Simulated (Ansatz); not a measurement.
Species: SbH$_{3}$, charge 0, triplet. This triplet is an excited state, 2.8 eV above the singlet at CCSD(T)/def2-QZVPP (Ansatz, a program for electronic structure). SbH3 (parent SMILES [SbH3], triplet).
B3LYP-D3(BJ)/def2-TZVP minimum from Ansatz:
```
Sb
H 1 1.7056
H 1 1.8575 2 90.85
H 1 1.8575 2 90.85 3 180.00
```
Charge 0, spin multiplicity 3.

Total energies in def2-QZVPP, 8 correlated electrons, 9 frozen orbitals. UHF or UKS for unpaired electrons; spin-orbit terms are left out. Cores are frozen in correlated methods (noble-gas shells, and filled d and f shells in the p block). Past Kr the def2 sets carry scalar-relativistic core potentials. Spin-orbit terms, left out, reach several kcal/mol for Br and I, and more for heavier atoms. The UHF reference of H3Sb (parent SMILES [SbH3], triplet) is spin-contaminated (<S^2> up to 0.07 over the pure value in the sets run). The spin of H3Sb (parent SMILES [SbH3], triplet) was assumed, and the state is the lowest solution found for it.

| method | program | energy (Eh) | minus CCSDT(Q) (mEh) |
|---|---|---|---|
| HF | Ansatz | -240.89935 | 165.48 |
| MP2 | Ansatz | -241.03011 | 34.71 |
| CCSD | Ansatz | -241.05807 | 6.75 |
| CCSD(T) | Ansatz | -241.06356 | 1.26 |
| CCSDT(Q) | Ansatz | -241.06482 | 0.00 |

Rough core times of Ansatz's runs on a shared machine: CCSD(T) 30 s, CCSDT(Q) 60 min.
